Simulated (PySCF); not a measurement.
Can point charges reproduce the dipole moment of dimethyldichlorosilane, `C[Si](C)(Cl)Cl`?

Coordinates (PBE0-D3(BJ)/def2-TZVP, Å) and charges (e) from the PBE0/pcSseg-2 density (PySCF):

```json
{"atom": "C1", "x": "0.555", "y": "-1.506", "z": "0.032", "Mulliken": "-0.2666", "IAO": "-0.7658", "Hirshfeld": "-0.2266", "ESP-fitted": "-0.6737"}
{"atom": "Si2", "x": "0.492", "y": "0.329", "z": "-0.190", "Mulliken": "+0.7157", "IAO": "+1.1440", "Hirshfeld": "+0.3925", "ESP-fitted": "+0.6074"}
{"atom": "C3", "x": "-1.149", "y": "1.093", "z": "0.192", "Mulliken": "-0.2664", "IAO": "-0.7657", "Hirshfeld": "-0.2265", "ESP-fitted": "-0.6694"}
{"atom": "Cl4", "x": "1.912", "y": "1.185", "z": "1.030", "Mulliken": "-0.2773", "IAO": "-0.3278", "Hirshfeld": "-0.1289", "ESP-fitted": "-0.2016"}
{"atom": "Cl5", "x": "0.987", "y": "0.774", "z": "-2.137", "Mulliken": "-0.2768", "IAO": "-0.3273", "Hirshfeld": "-0.1286", "ESP-fitted": "-0.2011"}
{"atom": "H6", "x": "-0.168", "y": "-1.994", "z": "-0.626", "Mulliken": "+0.0555", "IAO": "+0.1717", "Hirshfeld": "+0.0530", "ESP-fitted": "+0.1965"}
{"atom": "H7", "x": "1.551", "y": "-1.885", "z": "-0.206", "Mulliken": "+0.0751", "IAO": "+0.1780", "Hirshfeld": "+0.0532", "ESP-fitted": "+0.1779"}
{"atom": "H8", "x": "0.323", "y": "-1.770", "z": "1.067", "Mulliken": "+0.0551", "IAO": "+0.1717", "Hirshfeld": "+0.0529", "ESP-fitted": "+0.1963"}
{"atom": "H9", "x": "-1.114", "y": "2.173", "z": "0.040", "Mulliken": "+0.0753", "IAO": "+0.1780", "Hirshfeld": "+0.0532", "ESP-fitted": "+0.1758"}
{"atom": "H10", "x": "-1.922", "y": "0.675", "z": "-0.458", "Mulliken": "+0.0554", "IAO": "+0.1716", "Hirshfeld": "+0.0530", "ESP-fitted": "+0.1962"}
{"atom": "H11", "x": "-1.423", "y": "0.898", "z": "1.232", "Mulliken": "+0.0551", "IAO": "+0.1716", "Hirshfeld": "+0.0529", "ESP-fitted": "+0.1958"}
```

Q: What dipole does each set of charges give (1 e·Å = 4.803 D), and what does the density give?

A: The full density gives (-2.01, -1.36, 0.76) D, 2.54 D in size; dipole vectors point from the negative to the positive end.

```tsv
scheme	μx	μy	μz	size (D)	share of the full size (%)	angle to the full dipole (°)
Mulliken	-2.10	-1.42	0.79	2.65	104	0
IAO	-1.93	-1.31	0.73	2.44	96	0
Hirshfeld	-0.92	-0.62	0.35	1.16	46	0
ESP-fitted	-2.09	-1.42	0.79	2.65	104	0
```

Q: Which set comes closest?

A: Length of the difference vector: IAO 0.10 D, ESP-fitted 0.11 D, Mulliken 0.11 D, Hirshfeld 1.38 D. Closest: IAO and ESP-fitted. ESP charges are fitted to the potential around the molecule, whose slowest-falling term is the dipole's. The schemes that divide the density aren't constrained to reproduce the dipole.

Q: What is left for the Hirshfeld atoms' own dipoles?

A: The Hirshfeld atoms' densities add up to the full density, so μ = Σ q r + Σ (atomic dipoles). The atomic dipoles sum to (-2.01, -1.36, 0.76) − (-0.92, -0.62, 0.35) = (-1.09, -0.74, 0.41) D, 1.38 D in size.

Q: With the origin at the mean of the coordinates, (0.004, -0.002, -0.002) Å, which are the largest single terms, by size, of the Hirshfeld dipole along the direction of the full one?

A: Si2 -1.17, Cl4 +1.14, Cl5 +1.13, C3 -0.42, C1 -0.42 D; all 11 atoms together +1.16 D. The single terms depend on the origin, their sum doesn't.

Q: Give the size of the full dipole in other units.

A: 2.54 D = 0.999 au = 0.529 e·Å = 8.47 × 10⁻³⁰ C·m.

Isolated species at its PBE0-D3(BJ)/def2-TZVP geometry, gas phase.
